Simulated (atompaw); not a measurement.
**Which change was made? (Se, PAW (atompaw))**

- Element: selenium
- Generator: atompaw 4.2.0.5
- Type: PAW
- Functional: PBE
- Relativity: non-relativistic
- Frozen core: [Ar] 3d10
- Valence charge: 6
- Reference configuration: 4s2 4p2 (charge +2)
- Partial waves: 4s (bound): rc 1.65 bohr; 4s channel at -0.25 Ry: rc 1.50 bohr; 4p (bound): rc 1.65 bohr; 4p channel at -0.65 Ry: rc 1.65 bohr
- Local potential: bessel scheme, radius 1.50 bohr
- Core correction: smooth core density matched at 1.05 bohr
- Augmentation charge: sinc compensation charge, radius 1.65 bohr; PAW radius 1.65 bohr; waves and projectors: custom polynom2 7 10 vanderbiltortho

Cutoffs, loose and tight: the cutoffs (Ry, on a coarse ladder) from which the occupation-weighted sum of valence levels, in a spherical-Bessel basis at the reference potential, stays within 10 and 1 mRy of its value at 400 Ry. They see the waves, projectors and local potential, not the compensation charge or the core.

The base gives: outcome: generated; cutoff, loose: 15 Ry; cutoff, tight: 21 Ry; bound ghosts: none.

Question: After one change the result is: outcome: generated; cutoff, loose: 21 Ry; cutoff, tight: 35 Ry; bound ghosts: none. Which change was it?
A. augmentation sinc compensation charge, radius 1.65 bohr; PAW radius 1.65 bohr; waves and projectors: custom polynom vanderbiltortho
B. wave 4s channel at -0.25 Ry: rc 1.50 bohr becomes 4s channel at -1.05 Ry: rc 1.50 bohr
C. wave 4p (bound): rc 1.65 bohr becomes 4p (bound): rc 1.08 bohr

Answer: A. The others give: wave 4p (bound): rc 1.65 bohr becomes 4p (bound): rc 1.08 bohr → outcome: failed: atompaw: The overlap operator has at least one negative eigenvalue! | wave 4s channel at -0.25 Ry: rc 1.50 bohr becomes 4s channel at -1.05 Ry: rc 1.50 bohr → outcome: generated; cutoff, loose: 18 Ry; cutoff, tight: 21 Ry; bound ghosts: none.
